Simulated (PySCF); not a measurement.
SMILES [NH]([Si](C)(C)C)[Al]([OH])[OH] (C3H12AlNO2Si) (GFN2-xTB optimised geometry):

```
20

Si    -0.542    -1.789     0.000
C     -1.200    -2.713     1.536
C      1.364    -1.789     0.000
C     -1.242    -2.595    -1.580
N     -0.859    -0.089     0.000
Al     0.499     0.930     0.646
O      0.852     0.801     2.247
O      1.257     2.048    -0.308
H     -0.898    -3.756     1.539
H     -0.828    -2.253     2.446
H     -2.285    -2.687     1.575
H      1.664    -0.754     0.237
H      1.795    -2.044    -0.962
H      1.800    -2.438     0.751
H     -2.325    -2.540    -1.595
H     -0.875    -2.105    -2.476
H     -0.968    -3.643    -1.637
H     -1.800     0.211    -0.194
H      1.178     0.934     3.123
H      1.404     2.438    -1.155
```

Calculation: PBE0/def2-SVP run with PySCF.

Question: What are the frontier orbital energies and the dipole moment?

Answer: HOMO-2 -8.40 eV, HOMO-1 -8.16 eV, HOMO -6.46 eV, LUMO 0.53 eV, LUMO+1 1.39 eV; dipole moment 0.25 D.

On the same geometry PBE/def2-SVP (PySCF) gives HOMO-2 -6.66 eV, HOMO-1 -6.59 eV, HOMO -5.04 eV, LUMO -0.35 eV, LUMO+1 0.53 eV; dipole moment 0.25 D.

Meta-Löwdin charges at PBE0/def2-SVP: Si1 0.98, C2 -0.57, C3 -0.53, C4 -0.56, N5 -0.82, Al6 1.08, O7 -0.74, O8 -0.74, H9 0.11, H10 0.12, H11 0.11, H12 0.09, H13 0.12, H14 0.12, H15 0.11, H16 0.11, H17 0.11, H18 0.22, H19 0.34, H20 0.34.
